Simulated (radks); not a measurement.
Spherical quantum dot in the effective-mass picture: electrons in a well V = -V0 / (1 + exp((r - R)/a)) with V0 = 16.1, R = 2.22, a = 0.21, with a point charge +1 (a donor) at the centre, all in effective atomic units (hartree* = m*/eps^2 hartree, bohr* = eps/m* bohr), one dielectric constant everywhere. Method: non-relativistic Kohn-Sham, LDA (Slater exchange, Perdew-Wang correlation), spin-polarised, spherical densities; computed with a radial shooting solver with Libxc functionals. Levels are named by radial order and angular momentum (1s, 1p, 1d, 2s, ...), and open shells are averaged over m.

N = 4, configuration 1s2 1p(up 2, down 0). This is the lowest configuration that the search found. Occupied and some empty levels:

level,occupation,eigenvalue (hartree*),<r> (bohr*)
1s up,1,-13.528,0.9927
1s down,1,-13.394,0.9838
1p up,2,-12.238,1.278
1p down,0,-12.085,1.280
1d up,0,-10.839,1.431
1d down,0,-10.689,1.435
2s up,0,-10.688,1.146
2s down,0,-10.587,1.153
1f up,0,-9.2349,1.545
1f down,0,-9.0942,1.550

Energy (hartree*): total -57.0672, kinetic 5.7212, external -67.069, Hartree 6.3020, exchange-correlation -2.0214.

Electron density:

r (bohr*),n(r) (e/bohr*^3)
0.109,0.7967
0.291,0.5893
0.473,0.4650
0.655,0.3850
0.837,0.3230
1.02,0.2631
1.20,0.1996
1.38,0.1351
1.56,0.07816
1.75,0.03681
1.93,0.01344
2.11,0.003675
2.29,0.0007622
